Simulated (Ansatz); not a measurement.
Cu₄N₄Cl₄H₁₂⁺, relaxed as a doublet with UKS PBE-D4/def2-SVP in Ansatz, starting from the PBE-D4/def2-SVP geometry of the neutral singlet. Force threshold 0.03 eV/Å.

The relaxation made no stability test and no search for a lower SCF solution. No other spin state of charge 1 was run.

Start:

| atom | x (Å) | y (Å) | z (Å) |
| --- | --- | --- | --- |
| Cu1 | 1.317 | -0.430 | 0.804 |
| N2 | 2.855 | 0.874 | 0.581 |
| Cl3 | 0.167 | -1.627 | 2.318 |
| Cu4 | -1.164 | -1.079 | 0.205 |
| N5 | -0.672 | -2.931 | -0.466 |
| Cl6 | 1.978 | -1.405 | -1.470 |
| Cu7 | 0.298 | 0.084 | -1.571 |
| N8 | -1.319 | 0.636 | -2.670 |
| Cl9 | 0.643 | 2.561 | -1.041 |
| Cu10 | -0.453 | 1.430 | 0.564 |
| N11 | -0.864 | 1.419 | 2.554 |
| Cl12 | -2.791 | 0.472 | 0.193 |
| H13 | 3.523 | 0.439 | -0.072 |
| H14 | 2.433 | 1.684 | 0.084 |
| H15 | 3.381 | 1.229 | 1.391 |
| H16 | -0.454 | -3.498 | 0.366 |
| H17 | 0.224 | -2.790 | -0.974 |
| H18 | -1.306 | -3.471 | -1.068 |
| H19 | -1.604 | 0.111 | -3.506 |
| H20 | -1.176 | 1.620 | -2.939 |
| H21 | -2.105 | 0.623 | -1.991 |
| H22 | -0.554 | 0.480 | 2.873 |
| H23 | -1.890 | 1.441 | 2.647 |
| H24 | -0.468 | 2.125 | 3.188 |

Estimate the energy that the relaxation releases and the steps that it takes.

48.6 kJ/mol, in 18 steps; 6.3 min on 4 threads of Arm Neoverse V1 on a shared host. No frequencies were taken in this run, so the end may be a saddle point.

Does the start keep its bonding?

Bonds formed: Cu4–Cl6, Cu7–Cl12 (atoms count from 1).

Predict the relaxed structure.


| atom | x (Å) | y (Å) | z (Å) |
| --- | --- | --- | --- |
| Cu1 | 1.615 | -0.057 | 0.475 |
| N2 | 2.991 | 1.337 | 0.099 |
| Cl3 | 0.969 | -1.492 | 2.117 |
| Cu4 | -0.586 | -1.364 | 0.397 |
| N5 | -1.314 | -3.275 | 0.280 |
| Cl6 | 1.124 | -1.339 | -1.602 |
| Cu7 | -0.052 | 0.631 | -1.401 |
| N8 | -0.623 | 1.045 | -3.325 |
| Cl9 | 0.084 | 2.739 | -0.432 |
| Cu10 | -0.655 | 1.159 | 1.030 |
| N11 | -1.035 | 0.908 | 2.971 |
| Cl12 | -2.346 | -0.066 | -0.323 |
| H13 | 3.544 | 1.123 | -0.744 |
| H14 | 2.474 | 2.214 | -0.087 |
| H15 | 3.663 | 1.521 | 0.856 |
| H16 | -1.099 | -3.847 | 1.110 |
| H17 | -0.883 | -3.753 | -0.525 |
| H18 | -2.334 | -3.312 | 0.138 |
| H19 | -0.139 | 0.464 | -4.026 |
| H20 | -0.480 | 2.029 | -3.591 |
| H21 | -1.631 | 0.856 | -3.427 |
| H22 | -0.432 | 0.129 | 3.290 |
| H23 | -2.011 | 0.630 | 3.147 |
| H24 | -0.844 | 1.720 | 3.575 |
Bond lengths (bridged metal pairs left out): 10 × Cl–Cu 2.27 to 2.63 Å; 4 × Cu–N 1.99 to 2.05 Å; 1 × Cu–Cu 2.63 Å; 12 × H–N 1.03 to 1.04 Å.
